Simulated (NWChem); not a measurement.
System: phosphorus nitride (PN); SMILES N#P

Here is an NWChem input.

```
start job
memory heap 200 mb stack 900 mb global 1100 mb
geometry units angstroms noautosym nocenter noautoz
  N      0.000000     0.000000     1.004870
  P      0.000000     0.000000    -0.474538
end
basis spherical
  * library def2-tzvp
end
dft
  xc bhlyp
  iterations 150
end
tddft
  cis
  ecut -13.0
  nroots 6
  notriplet
end
task tddft energy
```

NWChem printed, in part:

```
             Northwest Computational Chemistry Package (NWChem) 7.3.0
             --------------------------------------------------------

                             Geometry "geometry" -> ""
                             -------------------------

 Output coordinates in angstroms (scale by  1.889725989 to convert to a.u.)

  No.       Tag          Charge          X              Y              Z
 ---- ---------------- ---------- -------------- -------------- --------------
    1 N                    7.0000     0.00000000     0.00000000     1.00487000
    2 P                   15.0000     0.00000000     0.00000000    -0.47453800

 Effective nuclear repulsion energy (a.u.)      37.5580037048

                                 NWChem DFT Module
                                 -----------------

 Summary of "ao basis" -> "ao basis" (spherical)
 ------------------------------------------------------------------------------
       Tag                 Description            Shells   Functions and Types
 ---------------- ------------------------------  ------  ---------------------
 N                         def2-tzvp                11       31   5s3p2d1f
 P                         def2-tzvp                13       37   5s5p2d1f

            General Information
            -------------------
          SCF calculation type: DFT
          Wavefunction type:  closed shell.
          No. of atoms     :     2
          No. of electrons :    22
           Alpha electrons :    11
            Beta electrons :    11
          Charge           :     0
          Spin multiplicity:     1
          Use of symmetry is: off; symmetry adaption is: off
          Maximum number of iterations: 150
          AO basis - number of functions:    68
                     number of shells:    24
          Convergence on energy requested:  1.00D-06
          Convergence on density requested:  1.00D-05
          Convergence on gradient requested:  5.00D-04

              XC Information
              --------------
                        BHLYP Method XC Functional
                     Hartree-Fock (Exact) Exchange  0.500
                        Slater Exchange Functional  0.500 local
                    Becke 1988 Exchange Functional  0.500 non-local
              Lee-Yang-Parr Correlation Functional  1.000

             Grid Information
             ----------------
          Grid used for XC integration:  medium
          Radial quadrature: Mura-Knowles
          Angular quadrature: Lebedev.
          Tag              B.-S. Rad. Rad. Pts. Rad. Cut. Ang. Pts.
          ---              ---------- --------- --------- ---------
          N                   0.65       49           7.0       434
          P                   1.00       88           7.0       590
          Grid pruning is: on
          Number of quadrature shells:   137
          Spatial weights used:  Erf1

      Superposition of Atomic Density Guess
      -------------------------------------

 Sum of atomic energies:        -394.96266612

      Non-variational initial energy
      ------------------------------

 Total energy =    -395.187149
 1-e energy   =    -619.563800
 2-e energy   =     186.818648
 HOMO         =      -0.348990
 LUMO         =      -0.057910

   convergence    iter        energy       DeltaE   RMS-Dens  Diis-err
 ---------------- ----- ----------------- --------- --------- ---------
 d= 0,ls=0.0,diis     1   -395.9832232717 -4.34D+02  1.49D-02  5.90D-01
 d= 0,ls=0.0,diis     2   -395.7469064039  2.36D-01  9.83D-03  2.34D+00
 d= 0,ls=0.0,diis     3   -396.0559425078 -3.09D-01  1.06D-03  1.25D-02
 d= 0,ls=0.0,diis     4   -396.0573698096 -1.43D-03  2.57D-04  5.95D-04
 d= 0,ls=0.0,diis     5   -396.0574521809 -8.24D-05  6.72D-05  2.27D-05
  Resetting Diis
 d= 0,ls=0.0,diis     6   -396.0574554485 -3.27D-06  2.77D-05  8.51D-06
 d= 0,ls=0.0,diis     7   -396.0574566259 -1.18D-06  1.25D-05  4.29D-07
 d= 0,ls=0.0,diis     8   -396.0574564786  1.47D-07  7.50D-06  1.71D-06

         Total DFT energy =     -396.057456478554
      One electron energy =     -620.645455366007
           Coulomb energy =      217.060263460446
    Exchange-Corr. energy =      -30.030268277831
 Nuclear repulsion energy =       37.558003704839

 Numeric. integr. density =       22.000000014249

                       DFT Final Molecular Orbital Analysis
                       ------------------------------------

 Vector    9  Occ=2.000000D+00  E=-3.952706D-01
              MO Center=  7.8D-08,  1.1D-07,  5.0D-01, r^2= 1.9D+00
   Bfn.  Coefficient  Atom+Function         Bfn.  Coefficient  Atom+Function
  ----- ------------  ---------------      ----- ------------  ---------------
     8      0.369254  1 N  pz                36      0.301190  2 P  s
    48     -0.299391  2 P  pz                11      0.288631  1 N  pz
    14      0.189888  1 N  pz                 5      0.182475  1 N  s
    45     -0.175363  2 P  pz                 4      0.139769  1 N  s
    39      0.138383  2 P  pz                51     -0.102447  2 P  pz

 Vector   10  Occ=2.000000D+00  E=-3.859798D-01
              MO Center= -9.6D-08, -9.6D-08,  4.0D-01, r^2= 1.5D+00
   Bfn.  Coefficient  Atom+Function         Bfn.  Coefficient  Atom+Function
  ----- ------------  ---------------      ----- ------------  ---------------
    46      0.230876  2 P  px                47      0.231500  2 P  py
     6      0.221334  1 N  px                 7      0.221932  1 N  py
     9      0.194945  1 N  px                10      0.195472  1 N  py
    49      0.124740  2 P  px                50      0.125077  2 P  py
    12      0.119759  1 N  px                13      0.120083  1 N  py

 Vector   11  Occ=2.000000D+00  E=-3.859798D-01
              MO Center=  1.0D-08, -1.1D-08,  4.0D-01, r^2= 1.5D+00
   Bfn.  Coefficient  Atom+Function         Bfn.  Coefficient  Atom+Function
  ----- ------------  ---------------      ----- ------------  ---------------
    46      0.231500  2 P  px                47     -0.230876  2 P  py
     6      0.221932  1 N  px                 7     -0.221334  1 N  py
     9      0.195472  1 N  px                10     -0.194945  1 N  py
    49      0.125077  2 P  px                50     -0.124740  2 P  py
    12      0.120083  1 N  px                13     -0.119759  1 N  py

 Vector   12  Occ=0.000000D+00  E=-4.632397D-02
              MO Center= -1.9D-08, -2.0D-08, -2.1D-01, r^2= 2.6D+00
   Bfn.  Coefficient  Atom+Function         Bfn.  Coefficient  Atom+Function
  ----- ------------  ---------------      ----- ------------  ---------------
    50      0.432914  2 P  py                49      0.394879  2 P  px
    13     -0.291166  1 N  py                12     -0.265585  1 N  px
    47      0.247920  2 P  py                46      0.226138  2 P  px
     7     -0.214934  1 N  py                 6     -0.196050  1 N  px
    10     -0.168294  1 N  py                 9     -0.153508  1 N  px

 Vector   13  Occ=0.000000D+00  E=-4.632396D-02
              MO Center= -6.0D-09,  4.8D-09, -2.1D-01, r^2= 2.6D+00
   Bfn.  Coefficient  Atom+Function         Bfn.  Coefficient  Atom+Function
  ----- ------------  ---------------      ----- ------------  ---------------
    49      0.432914  2 P  px                50     -0.394879  2 P  py
    12     -0.291166  1 N  px                13      0.265585  1 N  py
    46      0.247920  2 P  px                47     -0.226138  2 P  py
     6     -0.214934  1 N  px                 7      0.196050  1 N  py
     9     -0.168294  1 N  px                10      0.153508  1 N  py

 Vector   14  Occ=0.000000D+00  E= 7.558510D-02
              MO Center= -3.0D-09,  3.3D-09, -8.9D-01, r^2= 4.2D+00
   Bfn.  Coefficient  Atom+Function         Bfn.  Coefficient  Atom+Function
  ----- ------------  ---------------      ----- ------------  ---------------
     5      2.475946  1 N  s                 36     -2.382081  2 P  s
    51     -1.956951  2 P  pz                14     -0.949941  1 N  pz
    48     -0.427326  2 P  pz                11     -0.229854  1 N  pz
    54      0.141188  2 P  d  0               3      0.132467  1 N  s
     4      0.127977  1 N  s                  8     -0.120194  1 N  pz

[...]

                                NWChem TDDFT Module
                                -------------------

            General Information
            -------------------
           No. of orbitals :     136
            Alpha orbitals :      68
             Beta orbitals :      68
        Alpha frozen cores :       0
         Beta frozen cores :       0
     Alpha frozen virtuals :       0
      Beta frozen virtuals :       0
         Spin multiplicity :       1
    Number of AO functions :      68
        Use of symmetry is : off
      Symmetry adaption is : off
         Schwarz screening :  0.10D-07

              XC Information
              --------------
                 BHLYP Method XC Functional
              Hartree-Fock (Exact) Exchange   0.50
                 Slater Exchange Functional   0.50 local
             Becke 1988 Exchange Functional   0.50 non-local
       Lee-Yang-Parr Correlation Functional   1.00

             TDDFT Information
             -----------------
          Calculation type : Tamm-Dancoff TDDFT
         Wavefunction type : Restricted singlets
          No. of electrons :      22
           Alpha electrons :      11
            Beta electrons :      11
              No. of roots :       6
          Max subspacesize :    5200
            Max iterations :     100
               Target root :       1
           Target symmetry : none
             Energy Cutoff :-0.13D+02
      Symmetry restriction : off
                 Algorithm : Optimal
        Davidson threshold :  0.10D-03

    6 smallest eigenvalue differences (eV)
--------------------------------------------------------
  No. Spin  Occ  Vir  Irrep   E(Occ)    E(Vir)   E(Diff)
--------------------------------------------------------
    1    1    2   12 a       -14.836    -0.046   402.436
    2    1    2   13 a       -14.836    -0.046   402.436
    3    1    2   14 a       -14.836     0.076   405.753
    4    1    2   15 a       -14.836     0.258   410.729
    5    1    2   16 a       -14.836     0.258   410.729
    6    1    2   17 a       -14.836     0.262   410.832
--------------------------------------------------------

  Entering Davidson iterations
  Restricted singlet excited states

  Iter   NTrls   NConv    DeltaV     DeltaE      Time
  ----  ------  ------  ---------  ---------  ---------
    1      6       0     0.14E+00   0.10+100        7.2
    2     12       0     0.49E-01   0.30E-01        7.2
    3     18       0     0.75E-01   0.13E-01        7.8
    4     24       4     0.20E-01   0.41E-02        8.1
    5     26       5     0.24E-02   0.88E-04        6.7
    6     27       5     0.16E-03   0.29E-06        3.3
    7     28       6     0.46E-04   0.12E-08        3.3
  ----  ------  ------  ---------  ---------  ---------
  Convergence criterion met

  Ground state a        -396.057456478554 a.u.

  ----------------------------------------------------------------------------
  Root   1 singlet a             14.532199854 a.u.              395.4414 eV
  ----------------------------------------------------------------------------
     Transition Moments    X -0.05445   Y -0.05695   Z -0.00000
     Dipole Oscillator Strength                    0.0601418896
     Electric Quadrupole                           0.0003704517
     Magnetic Dipole                               0.0005897846
     Total Oscillator Strength                     0.0611021259

     Occ.    2  a   ---  Virt.   12  a       -0.97108
     Occ.    2  a   ---  Virt.   15  a       -0.05491
     Occ.    2  a   ---  Virt.   23  a       -0.12294
     Occ.    2  a   ---  Virt.   25  a       -0.18730
  ----------------------------------------------------------------------------
  Root   2 singlet a             14.532199867 a.u.              395.4414 eV
  ----------------------------------------------------------------------------
     Transition Moments    X  0.05695   Y -0.05445   Z -0.00000
     Dipole Oscillator Strength                    0.0601418865
     Electric Quadrupole                           0.0003704517
     Magnetic Dipole                               0.0005897846
     Total Oscillator Strength                     0.0611021228

     Occ.    2  a   ---  Virt.   13  a        0.97108
     Occ.    2  a   ---  Virt.   16  a        0.05491
     Occ.    2  a   ---  Virt.   22  a       -0.12294
     Occ.    2  a   ---  Virt.   24  a        0.18730
  ----------------------------------------------------------------------------
  Root   3 singlet a             14.755300041 a.u.              401.5123 eV
  ----------------------------------------------------------------------------
     Transition Moments    X  0.00000   Y  0.00000   Z -0.04042
     Dipole Oscillator Strength                    0.0160690062
     Electric Quadrupole                           0.0001203800
     Magnetic Dipole                               0.0000000000
     Total Oscillator Strength                     0.0161893862

     Occ.    2  a   ---  Virt.   14  a       -0.97046
     Occ.    2  a   ---  Virt.   17  a        0.15251
     Occ.    2  a   ---  Virt.   20  a       -0.13061
     Occ.    2  a   ---  Virt.   26  a        0.08331
     Occ.    2  a   ---  Virt.   27  a       -0.08555
  ----------------------------------------------------------------------------
  Root   4 singlet a             14.962812598 a.u.              407.1590 eV
  ----------------------------------------------------------------------------
     Transition Moments    X -0.00000   Y  0.00000   Z -0.05406
     Dipole Oscillator Strength                    0.0291563656
     Electric Quadrupole                           0.0002546678
     Magnetic Dipole                               0.0000000000
     Total Oscillator Strength                     0.0294110334

     Occ.    2  a   ---  Virt.   14  a        0.06996
     Occ.    2  a   ---  Virt.   17  a       -0.35002
     Occ.    2  a   ---  Virt.   20  a       -0.91717
     Occ.    2  a   ---  Virt.   21  a        0.06999
     Occ.    2  a   ---  Virt.   26  a       -0.08544
     Occ.    2  a   ---  Virt.   27  a       -0.12721
  ----------------------------------------------------------------------------
  Root   5 singlet a             14.967019546 a.u.              407.2735 eV
  ----------------------------------------------------------------------------
     Transition Moments    X -0.00467   Y -0.00472   Z  0.00000
     Dipole Oscillator Strength                    0.0004398742
     Electric Quadrupole                           0.0000020777
     Magnetic Dipole                               0.0000055111
     Total Oscillator Strength                     0.0004474630

     Occ.    2  a   ---  Virt.   15  a        0.98256
     Occ.    2  a   ---  Virt.   23  a        0.09724
     Occ.    2  a   ---  Virt.   25  a       -0.14955
  ----------------------------------------------------------------------------
  Root   6 singlet a             14.967019550 a.u.              407.2735 eV
  ----------------------------------------------------------------------------
     Transition Moments    X  0.00472   Y -0.00467   Z  0.00000
     Dipole Oscillator Strength                    0.0004398739
     Electric Quadrupole                           0.0000020777
     Magnetic Dipole                               0.0000055111
     Total Oscillator Strength                     0.0004474628

     Occ.    2  a   ---  Virt.   16  a       -0.98256
     Occ.    2  a   ---  Virt.   22  a        0.09724
     Occ.    2  a   ---  Virt.   24  a        0.14955

              Target root =      1
          Target symmetry = none
      Ground state energy =   -396.057456478554
        Excitation energy =     14.532199854397
     Excited state energy =   -381.525256624157

  stored tddft:energy   -381.52525662415735
```

Level: BHandHLYP/def2-TZVP, restricted-window TDA. The geometry was optimised at PBE0-D3(BJ)/def2-TZVP. The quadrupole and magnetic terms of the printed total strengths depend on the origin.
